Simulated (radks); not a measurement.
The numbers below are computed, except where a source is named.
Q: These are the eigenvalues of the occupied orbitals of an atom or ion with whole-number occupations (hartree). Code: a radial shooting solver on a logarithmic mesh with Libxc functionals. Model: non-relativistic Kohn-Sham, LDA (Slater exchange, Perdew-Zunger correlation), spin-unpolarised, spherical densities, point nucleus.

| orbital | eigenvalue |
|---|---|
| 1s | -1356.483 |
| 2s | -210.6939 |
| 2p | -199.1878 |
| 3s | -45.71593 |
| 3p | -40.75560 |
| 3d | -31.48714 |
| 4s | -9.85430 |
| 4p | -8.02112 |
| 4d | -4.81046 |
| 5s | -2.15237 |
| 5p | -1.63958 |

Which element is it, and in what charge state? The configuration may be excited.

A: Z = 57, lanthanum, charge +3: La3+ in [Xe]. The list shows which subshells hold electrons but not how many an open one holds; the 1s level, -1356.5 hartree, gives Z - s = 52.1 by -(Z - s)^2/2, which with screening narrows Z to a few neighbours, and the depths of the outer levels then fix element, charge and occupations together.
